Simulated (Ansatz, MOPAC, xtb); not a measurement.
The molecule RuO+, multiplicity 4 (lowest of 2S+1 = 2, 4, 6, 8 at CCSD(T)/def2-TZVPP on PBE0 minima; our sources give no spin for the ground state, which may be another). No spin–orbit coupling.

Constants: fifth-degree fit in 1/R to seven points, most abundant isotopes. Runs in def2 and cc sets follow the lowest solution found near the PBE0 minimum.

Run with Ansatz (Gaussian orbitals); MOPAC for PM6 (differences of heats of formation); xtb for the GFN methods. Values without a source in brackets are computed. In def2 rows elements past Kr take small-core potentials, without spin–orbit coupling. The GFN methods have no spin term and hold the electronic entropy of 300 K.

```json
[
 {"level": "PM6", "r_e (Å)": "1.653", "ω_e (cm⁻¹)": "1056", "α_e (cm⁻¹)": "0.0016", "B_e (cm⁻¹)": "0.446"},
 {"level": "GFN2-xTB", "r_e (Å)": "1.641", "ω_e (cm⁻¹)": "819", "α_e (cm⁻¹)": "0.0038", "B_e (cm⁻¹)": "0.453"},
 {"level": "SVWN5/def2-TZVPP", "r_e (Å)": "1.659", "ω_e (cm⁻¹)": "1008", "α_e (cm⁻¹)": "0.0024", "B_e (cm⁻¹)": "0.443"},
 {"level": "PBE/def2-TZVPP", "r_e (Å)": "1.677", "ω_e (cm⁻¹)": "966", "α_e (cm⁻¹)": "0.0025", "B_e (cm⁻¹)": "0.434"},
 {"level": "r2SCAN/def2-TZVPP", "r_e (Å)": "1.664", "ω_e (cm⁻¹)": "1005", "α_e (cm⁻¹)": "0.0024", "B_e (cm⁻¹)": "0.440"},
 {"level": "B97M-V/def2-TZVPP", "r_e (Å)": "1.660", "ω_e (cm⁻¹)": "1006", "α_e (cm⁻¹)": "0.0025", "B_e (cm⁻¹)": "0.442"},
 {"level": "B3LYP/def2-TZVPP", "r_e (Å)": "1.669", "ω_e (cm⁻¹)": "992", "α_e (cm⁻¹)": "0.0024", "B_e (cm⁻¹)": "0.438"},
 {"level": "PBE0/def2-TZVPP", "r_e (Å)": "1.652", "ω_e (cm⁻¹)": "1032", "α_e (cm⁻¹)": "0.0024", "B_e (cm⁻¹)": "0.447"},
 {"level": "BHLYP/def2-TZVPP", "r_e (Å)": "1.645", "ω_e (cm⁻¹)": "1053", "α_e (cm⁻¹)": "0.0024", "B_e (cm⁻¹)": "0.451"},
 {"level": "CAM-B3LYP/def2-TZVPP", "r_e (Å)": "1.653", "ω_e (cm⁻¹)": "1037", "α_e (cm⁻¹)": "0.0023", "B_e (cm⁻¹)": "0.446"},
 {"level": "wB97X-V/def2-TZVPP", "r_e (Å)": "1.648", "ω_e (cm⁻¹)": "1053", "α_e (cm⁻¹)": "0.0023", "B_e (cm⁻¹)": "0.449"},
 {"level": "wB97M-V/def2-TZVPP", "r_e (Å)": "1.649", "ω_e (cm⁻¹)": "1048", "α_e (cm⁻¹)": "0.0023", "B_e (cm⁻¹)": "0.448"}
]
```

The state that PM6 reach isn't checked.

Ansatz is a quantum-chemistry and plane-wave program.
